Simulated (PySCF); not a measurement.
Two species compared at the same levels of theory.

First species: C7H12OP2.
SMILES: `o1c(P(C(C)C)P)ccc1`

Second species: CH₁₂N₂Si₄.
SMILES: `C[Si@@]1(N)[SiH2][SiH2][Si@H]1N`

Levels: PBE0/pcSseg-1 for dipole moment, HOMO energy, LUMO energy and HOMO–LUMO gap; GFN2-xTB for rotational constant A and rotational constant C. Geometries: GFN2-xTB. Each species is one conformer at its optimised geometry, gas phase, non-relativistic unless stated; the electronic structure was computed with PySCF and density fitting.

Dipoles, sizes and rotational constants follow the conformer. The torsions of the flexible species, by atom-mapped SMILES:
- `[CH3:1][CH:2]([CH3:3])[P:4]([PH2:5])[c:6]1[cH:7][cH:8][cH:9][o:10]1`: C1–C2–P4–P5 66°, C2–P4–C6–C7 92°, H–P5–P4–C2 170°, H–P5–P4–C2 -98°
- `[CH3:1][Si@@:2]1([NH2:3])[SiH2:4][SiH2:5][Si@H:6]1[NH2:7]`: H–N3–Si2–C1 -43°, H–N3–Si2–C1 177°, H–N7–Si6–Si5 42°, H–N7–Si6–Si5 179°

(1) Which of the two has the higher rotational constant A, and by how much?

(2) Which of the two has the higher dipole moment, and by how much?

(3) Which of the two has the higher LUMO energy, and by how much?

(4) Which has the higher HOMO energy?

(5) Which of the two has the higher HOMO–LUMO gap, and by how much?

(6) Which has the higher rotational constant C?

Results:

(1) The first: 1.456 GHz against 1.307 GHz, a difference of 0.149 GHz.

(2) The second: 2.51 D against 1.20 D, a difference of 1.31 D.

(3) The first: -0.26 eV against -1.52 eV, a difference of 1.26 eV.

(4) The second: -5.93 eV against -6.25 eV, a difference of 0.32 eV.

(5) The first: 5.99 eV against 4.41 eV, a difference of 1.58 eV.

(6) The second: 0.726 GHz against 0.581 GHz, a difference of 0.145 GHz.

On the first: The dipole equals about 4.0 × 10⁻³⁰ C·m (1 D = 3.33564 × 10⁻³⁰ C·m). A dipole of 1.20 D is allowed in C1, and pure rotational transitions are dipole-allowed.

On the second: The dipole matches unit charges of opposite sign 0.52 Å apart (1 e·Å = 4.8032 D).
